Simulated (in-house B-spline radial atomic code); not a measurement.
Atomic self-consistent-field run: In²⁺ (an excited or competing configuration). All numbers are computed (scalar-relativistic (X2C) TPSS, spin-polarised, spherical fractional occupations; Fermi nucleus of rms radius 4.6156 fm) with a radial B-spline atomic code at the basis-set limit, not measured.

Command:
```bash
python run_scf.py task.json out
```
Settings (nuclear radius in fm, mass in u):
```
Z                49
configuration    [Ar] 3d9 4s2 4p6 4d10 5s1 5f1
hamiltonian      x2c
method           tpss,tpss
spin_polarised   True
nucleus          fermi
rms_radius       4.6156
atomic_mass      114.90388
speed_of_light   137.035999084
```

Output (hartree, bohr):
```
 radial grid: 79 intervals, B-splines of order 8, outer radius 53.7037 bohr

 iter        energy (Eh)    residual
    1       -5862.761775    7.39e-02
    2       -5862.765084    1.96e-03
    3       -5862.765134    5.30e-04
    4       -5862.765141    2.13e-04
    5       -5862.765143    8.23e-05
    6       -5862.765143    3.29e-05
    7       -5862.765143    5.38e-06
    8       -5862.765143    1.74e-06
    9       -5862.765143    4.28e-07

 total energy                     -5862.76514
 kinetic                            6162.2238
 electron-nucleus                 -14153.6545
 Hartree                            2287.3799
 exchange-correlation               -158.7143

 orbital      occ     eigenvalue          <r>       <r^2>       <1/r>       r_max
 1s up      1.000     -1021.6089    0.0291337  0.00115873      54.137     0.01854
 1s down    1.000     -1021.6069    0.0291338  0.00115873      54.137     0.01854
 2s up      1.000      -155.1708     0.127937   0.0193608      12.261      0.1084
 2s down    1.000      -155.1025     0.127902   0.0193501     12.2653      0.1084
 2p up      3.000      -139.5340     0.111868   0.0152931     11.4319     0.08661
 2p down    3.000      -139.4798     0.111831   0.0152825     11.4351     0.08659
 3s up      1.000       -31.1127     0.345595    0.136653     4.31572       0.314
 3s down    1.000       -31.0132     0.345833    0.136843     4.31125      0.3141
 3p up      3.000       -25.9727     0.343647     0.13708     4.04033       0.307
 3p down    3.000       -25.8715      0.34396    0.137334     4.03568      0.3071
 3d up      5.000       -18.0501     0.319914    0.121317     3.79554      0.2562
 3d down    4.000       -17.9346     0.320391     0.12172     3.79131      0.2564
 4s up      1.000        -5.7485     0.832183    0.783415     1.68523      0.7585
 4s down    1.000        -5.7309     0.832817    0.784262     1.68278      0.7595
 4p up      3.000        -4.1790      0.89729    0.919543     1.52109      0.7995
 4p down    3.000        -4.1618     0.897277    0.918788     1.51997      0.8007
 4d up      5.000        -1.8853      1.08882     1.39904     1.22202      0.8897
 4d down    5.000        -1.8637      1.08352     1.38275     1.22628      0.8907
 5s up      1.000        -1.1728      2.15679     5.21311    0.601138        1.93
 5f up      1.000        -0.1721      8.80791     90.5092    0.164943       9.611
```

Time taken, with all properties: 0.3 s on 1 thread of Arm Neoverse V2, with other jobs on the host.

One-electron X2C: radii and densities carry no picture-change correction, so inner-shell <1/r> comes out high (for 1s by about 2 % at Z = 33, 5 % at 54, 10 % at 75, 30 % at 118) and <r> low.
